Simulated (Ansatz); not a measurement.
Single points on the cluster B5Cl3.

```yaml
crystal:
  periodic: [false, false, false]
  atoms:
    - {symbol: B, position_ang: [-1.430809, -0.695357, 0.015331]}
    - {symbol: B, position_ang: [-1.344896, 0.843775, 0.104404]}
    - {symbol: B, position_ang: [0.153594, -0.007952, -0.008404]}
    - {symbol: B, position_ang: [-0.242898, 1.889127, 0.123967]}
    - {symbol: B, position_ang: [-0.452284, -1.852245, -0.092211]}
    - {symbol: Cl, position_ang: [0.506547, -3.249790, -0.212299]}
    - {symbol: Cl, position_ang: [0.865985, 3.176057, 0.158940]}
    - {symbol: Cl, position_ang: [1.944762, -0.103623, -0.089738]}
basis:
  gaussian: {orbitals: def2-SVP, initial_orbitals: start.molden}
hamiltonian: {xc: pbe, dispersion: d4}
scf: {omitted_lower_state_checks: [starts]}
output: {orbitals: {seedname: orbitals}}
```

The file start.molden holds the orbitals of an earlier run on this structure, at another level or in another basis.

```sh
$ ansatz run in.yaml --threads 4 --pin off --events-out ev --progress --plain --max-ram 4787MiB
```

Shortened log:

```
Functional definition: PBE
1355 factors; their error is unknown
mean field evaluation 1: about -40914.3488 eV, gradient 9.4e0 eV
mean field evaluation 2: about -40914.5452 eV, gradient 1.9e-1 eV
mean field evaluation 4: about -40914.4785 eV, gradient 2.6e-4 eV
mean field -40914.47854794 eV, -1503.5793538073 hartree, gradient 1.6e-5 eV, S^2 0.000000; 0 other end points of the search recorded, 0 dependent functions left out
reference -40914.47858115 eV, -1503.5793550276 hartree; 38, 38 occupied and 86, 86 virtual orbitals, 1355 factors
Total energy: -40914.81746132 eV, -1503.5918086440 hartree
Checks for a lower state left out: starts
```

It took 1.4 s on 4 threads of Arm Neoverse V1 on a shared host.

The first input with `gaussian: {orbitals: STO-3G}`, `hamiltonian: {xc: hf}` (abridged; 0.2 s):

```
Functional definition: HF
mean field -40422.92390701 eV, -1485.5150539407 hartree, gradient 4.0e-5 eV, S^2 0.000000
Total energy: -40422.92390701 eV, -1485.5150539407 hartree
Checks for a lower state left out: starts
```

First input, but with `gaussian: {orbitals: def2-TZVP, initial_orbitals: start.molden}`, `hamiltonian: {xc: {name: CAM-B3LYP}, dispersion: d4}` (abridged; 7 s):

```
Functional definition: CAM-B3LYP
mean field -40949.50706944 eV, -1504.8666282291 hartree, gradient 2.5e-5 eV, S^2 0.000000
Total energy: -40949.81114770 eV, -1504.8778028990 hartree
Checks for a lower state left out: starts
```

First input, but with `gaussian: {orbitals: def2-TZVP, initial_orbitals: start.molden}`, `correlation: {method: mp2}` and without the key `hamiltonian` (abridged; 5.5 s):

```
Functional definition: HF
mean field -40870.44587122 eV, -1501.9611827843 hartree, gradient 8.8e-6 eV, S^2 0.000000
20 core orbitals not correlated: weight in the atoms' cores, before any rotation towards them, 1.000 or more for the frozen orbitals, at most 0.000 for the correlated occupied ones
second order -28.18119662 eV of doubles, -0.00000000 eV of singles
Total energy: -40898.62706784 eV, -1502.9968226581 hartree
Checks for a lower state left out: starts
```

Geometry: B3LYP-D4/def2-SVP.

Correlated methods freeze 20 core orbitals. Another isomer (singlet) lies 0.51 eV lower at PBE0-D4/def2-TZVP; other spin states weren't run for this one.
